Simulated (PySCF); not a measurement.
W: excitation energy

W [Xe] 4f14 5d4 6s2 (5D) → W [Xe] 4f14 5d5 6s1, s spin flipped, as a difference of total energies. Calculation: PySCF 2.14, in x2c-TZVPPall (11s7p7d3f1g, 97 functions); scalar relativity by spin-free X2C-1e. Correlated levels: valence: [Xe] 4f14 frozen. The calculations carry no spin-orbit coupling.

```
           method  excitation energy (eV)
              UHF                   1.079
              LDA                   1.244
              PBE                   1.302
             PBE0                   1.214
           r2SCAN                   1.490
           M06-2X                   1.046
        CAM-B3LYP                   1.217
             BP86                   1.332
    MP2 (valence)                   1.225
SCS-MP2 (valence)                   1.371
```

How much does correlation contribute at MP2 (valence)?

1.225 − (1.079) = 0.146 eV, measured against UHF.

The upper determinant mixes two multiplicities, so it lies between the two terms.
